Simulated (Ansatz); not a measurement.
Program: Ansatz. Geometries: PBE0-D4/def2-TZVP. ΔE: electronic, gas phase. CBS: MP2 limit from def2 TZ/QZ plus the TZ coupled-cluster correction, frozen cores. For Ge outer-core shells are correlated without core-valence functions, which leaves a few kJ/mol of doubt a bond. Scalar relativity is left out up to krypton. One conformer a species, not always the lowest.

Reaction (cleavage of the Ge–Si bond): `[AlH2][NH][SiH2][GeH3]` + `C=CN[SiH2]Cl` → `C=C[N]([GeH3])[SiH2]Cl` + `[AlH2][NH][SiH3]`

`[AlH2][NH][SiH2][GeH3]`:

Z-matrix (Å, degrees):
```
Si
N 1 1.730
Ge 1 2.384 2 112.0
H 1 1.487 2 107.2 3 -120.0
H 1 1.492 2 112.0 3 121.4
Al 2 1.784 1 129.1 3 118.4
H 2 1.012 1 114.5 3 -60.1
H 3 1.542 1 110.5 2 56.8
H 3 1.540 1 112.0 2 176.8
H 3 1.540 1 111.0 2 -62.2
H 6 1.583 2 117.4 1 -178.9
H 6 1.580 2 117.9 1 1.1
```

`C=CN[SiH2]Cl`:

```xyz
11

C    -0.635    1.877    0.889
C    -0.342    0.912    0.021
N     0.434   -0.209    0.274
Si    0.586   -1.565   -0.760
Cl   -0.983   -2.897   -0.629
H    -1.233    2.722    0.580
H    -0.289    1.851    1.916
H    -0.710    0.969   -1.000
H     0.765   -0.279    1.225
H     1.804   -2.299   -0.359
H     0.603   -1.081   -2.156
```

`C=C[N]([GeH3])[SiH2]Cl`:

```xyz
14

C     1.600    0.616    1.400
C     0.445    0.896    0.801
N    -0.306    0.053   -0.017
Ge    0.336   -1.664   -0.359
Si   -1.665    0.674   -0.860
Cl   -1.178    1.433   -2.715
H     2.071    1.358    2.030
H     2.110   -0.335    1.293
H     0.000    1.878    0.955
H     1.717   -1.571   -1.021
H     0.426   -2.422    0.973
H    -0.695   -2.293   -1.302
H    -2.629   -0.419   -1.100
H    -2.233    1.794   -0.078
```

`[AlH2][NH][SiH3]`:

```xyz
9

Al   -0.983    1.475   -0.178
N    -0.356   -0.160   -0.507
Si    0.870   -1.050    0.321
H    -0.365    2.277    1.035
H    -2.125    2.024   -1.127
H    -0.773   -0.648   -1.291
H     0.353   -2.327    0.888
H     1.366   -0.194    1.430
H     2.012   -1.398   -0.571
```

```
                 species  CCSD(T)/CBS(def2) energy (Eh)
`[AlH2][NH][SiH2][GeH3]`                    -2666.76326
          `C=CN[SiH2]Cl`                     -883.32876
`C=C[N]([GeH3])[SiH2]Cl`                    -2960.64589
      `[AlH2][NH][SiH3]`                     -589.44550
```

Work out ΔE.

ΔE = (-2960.64589) + (-589.44550) − (-2666.76326) − (-883.32876) = 0.00063 Eh = +0.4 kcal/mol.

Largest T1 diagnostic among the species: 0.012.

From PBE to PBE0 (25 % exact exchange), in def2-TZVPP and without D4, ΔE moves by −1.0 kcal/mol. In def2-TZVPP, CCSD(T) changes the Hartree–Fock value by −1.3 kcal/mol (the triples alone add −0.5 kcal/mol) and MP2 by −3.0 kcal/mol. The D4 term adds −2.3 kcal/mol with B3LYP and −1.2 kcal/mol with PBE0; it sums over pairs of atoms, weighted by their polarisabilities, and B3LYP, whose exchange is more repulsive, gets the larger term.

B3LYP here is the variant with VWN-RPA as its local correlation; programs differ in this.
